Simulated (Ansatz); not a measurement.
Start from `O[B](O)[SbH2]` and change one atom or group to get `OB(O)[Te][SiH3]`.

Ansatz, PBE0-D4/def2-TZVP geometries, multiplicity 1. Each molecule was computed in one conformer, which needn't be the lowest.

Elements past krypton have def2 core potentials.  Spin–orbit coupling is left out; it splits and shifts lone-pair levels of the heavy atoms by tenths of an eV.

```json
{"property": "zero-point energy (PBE0-D4/def2-TZVP) / kJ/mol", "`O[B](O)[SbH2]`": "123.7"}
{"property": "HOMO energy (B3LYP/def2-TZVPP) / eV", "`O[B](O)[SbH2]`": "-6.65"}
{"property": "LUMO energy (B3LYP/def2-TZVPP) / eV", "`O[B](O)[SbH2]`": "-0.38"}
{"property": "ideal-gas entropy at 298 K and 1 bar (rigid rotor, harmonic PBE0-D4/def2-TZVP) / J/(mol·K)", "`O[B](O)[SbH2]`": "336"}
{"property": "HOMO energy (PBE0/def2-TZVPP) / eV", "`O[B](O)[SbH2]`": "-6.82"}
{"property": "LUMO energy (ωB97M-V/def2-TZVPP) / eV", "`O[B](O)[SbH2]`": "1.41"}
```

**Question.** Give the same properties after the change, and the shifts. (Estimate.)

**Answer.** Ansatz gave: 
```tsv
property	`OB(O)[Te][SiH3]`	shift
zero-point energy (PBE0-D4/def2-TZVP) / kJ/mol	156.9	33.2
HOMO energy (B3LYP/def2-TZVPP) / eV	-6.32	0.33
LUMO energy (B3LYP/def2-TZVPP) / eV	-0.75	-0.37
ideal-gas entropy at 298 K and 1 bar (rigid rotor, harmonic PBE0-D4/def2-TZVP) / J/(mol·K)	380	44
HOMO energy (PBE0/def2-TZVPP) / eV	-6.55	0.27
LUMO energy (ωB97M-V/def2-TZVPP) / eV	1.15	-0.26
```

With PBE0 the HOMO rises by 0.27 eV and the LUMO falls by 0.52 eV, so the gap narrows by about 0.79 eV. PBE moves the HOMO by 0.30 eV and ωB97M-V by 0.28 eV. The zero-point energy changes by 33.2 kJ/mol with +6 modes. Modes under 60 cm⁻¹, often nearly free rotors, make the harmonic entropy too high.

B3LYP here is the variant with VWN-RPA as its local correlation; programs differ in this.
